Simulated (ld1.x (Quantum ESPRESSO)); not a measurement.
# Logarithmic derivatives: Ir, RRKJ

| Item | Value |
| --- | --- |
| Element | iridium |
| Generator | ld1.x (Quantum ESPRESSO) 7.5 |
| Type | norm-conserving RRKJ (Kleinman–Bylander form) |
| Functional | LDA (PZ) |
| Relativity | scalar-relativistic |
| Frozen core | [Kr] 4d10 4f14 |
| Valence charge | 17 |
| Reference configuration | 5s2 5p6 5d7 6s0 6p0 (charge +2) |
| Partial waves | 5p (bound): rc 2.16 bohr; 5d (bound): rc 1.40 bohr; 5s (bound): rc 1.50 bohr |
| Local potential | the s channel |
| Core correction | Bessel-smoothed model core inside 1.40 bohr |

The phase is arctan(r·u′/u) with u = r·R(r), unwrapped; energies in Ry, scanned from -11 to 5 Ry. A pole is an energy at which the radial function vanishes at the test radius. The pseudo phase is shifted by a multiple of π to meet the all-electron one at the reference energy, and phase errors are pseudo minus all-electron; the curves can meet again beyond the range given. Levels narrower than the energy grid can be missing from the lists of poles.

```
channel  radius (bohr)  reference energy (Ry)  poles, all-electron  poles, pseudo  unbroken range about the reference energy with phases within 0.05 rad  phase error 1 Ry above the reference energy (rad)
      s           2.34                  -8.53          -8.49, 1.69    -8.49, 0.29                                                             below -3.2                                             -0.001
      p           2.34                  -5.35          -5.22, 3.83    -5.22, 3.50                                                             below -0.9                                             -0.001
      d           2.34                  -1.82                -1.14          -1.14                                                        the whole range                                             -0.000
```

Phases in the p channel:

```tsv
E (Ry)	all-electron	pseudo
-11.00	1.425	1.425
-10.52	1.420	1.420
-10.04	1.415	1.415
-9.56	1.410	1.410
-9.08	1.403	1.403
-8.60	1.396	1.396
-8.12	1.388	1.388
-7.64	1.377	1.377
-7.16	1.364	1.364
-6.68	1.344	1.344
-6.20	1.308	1.308
-5.72	1.176	1.175
-5.24	-1.553	-1.553
-4.76	-1.728	-1.729
-4.28	-1.776	-1.777
-3.80	-1.811	-1.812
-3.32	-1.846	-1.848
-2.84	-1.889	-1.891
-2.36	-1.945	-1.949
-1.88	-2.027	-2.036
-1.40	-2.164	-2.183
-0.92	-2.423	-2.472
-0.44	-2.961	-3.075
0.04	-3.698	-3.812
0.52	-4.152	-4.217
1.00	-4.371	-4.411
1.48	-4.491	-4.520
1.96	-4.566	-4.589
2.44	-4.617	-4.638
2.92	-4.657	-4.675
3.40	-4.688	-4.706
3.88	-4.715	-4.733
4.36	-4.739	-4.758
4.84	-4.761	-4.783
```
